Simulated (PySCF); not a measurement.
Adding and removing an electron: LiTe

UHF-MP2; PySCF, scalar-relativistic core potentials, basis sets Li def2-SVPD, Te def2-SVPD with ECP28. Neutral (UHF): doublet (π ↑), Re = 2.531 Å, ωe = 440 cm⁻¹, De = 2.34 eV.

LiTe⁻ (RHF): singlet (closed shell), Re = 2.433 Å, ωe = 487 cm⁻¹. The energies at the minima are -274.59262 hartree for LiTe and -274.64312 for LiTe⁻.

**Question.** Work out the adiabatic electron affinity, without and with harmonic zero-point energies (1 hartree = 27.2114 eV, 1 eV = 8065.5 cm⁻¹), and the change of the bond length.

**Answer.** At MP2: 0.05050 hartree = 1.374 eV between the minima; the zero-point term (440.0 − 487.0)/2 cm⁻¹ = -0.003 eV makes it 1.371 eV. Re changes by -9.8 pm against the neutral. The electron enters a π orbital, and the shorter bond of the ion fits a bonding orbital, or a change in how ionic the bond is.

Correlated steps freeze 4 core orbitals. Correlated levels converge slowly with the basis: in double zeta they bind strong bonds too weakly, by up to about 1 eV, and carry superposition errors of some tenths. Spin–orbit coupling is left out, which matters for elements this heavy, above all for dissociation energies. States were picked by a PBE0 search and need not be the measured ground states.

Neutral and ion stand on different kinds of reference determinant, which adds to the error of the difference.
